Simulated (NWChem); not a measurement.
A series in which one site is exchanged, each optimised at PBE0/def2-SVP with NWChem, gas phase unless a solvent is named. All stand in one matching conformer (torsions within 35°), which need not be the lowest. 

A: [NH2][Al]([NH2])[F] (AlN2H4F; site = Al)
B: NB(N)F (BN$_{2}$H$_{4}$F; site = B)
C: [NH2][Ga]([NH2])[F] (GaN$_{2}$H$_{4}$F; site = Ga)

```csv
quantity,A,B,C
"dipole (D), PBE0/def2-SVP",(withheld),2.42,2.93
"orbital gap (eV), PBE0/def2-SVP",(withheld),8.54,7.04
"highest harmonic frequency (cm⁻¹), PBE0/def2-SVP",(withheld),3779,3739
"static polarisability, B3LYP/def2-SVPD (bohr³)",(withheld),33.1,43.9
"lowest singlet excitation, B3LYP/def2-SVPD, TDA (eV)",(withheld),5.92,5.14
```

Complete the blanks.


- dipole (D), PBE0/def2-SVP, A: 2.55
- orbital gap (eV), PBE0/def2-SVP, A: 7.10
- highest harmonic frequency (cm⁻¹), PBE0/def2-SVP, A: 3725
- static polarisability, B3LYP/def2-SVPD (bohr³), A: 41.2
- lowest singlet excitation, B3LYP/def2-SVPD, TDA (eV), A: 5.23
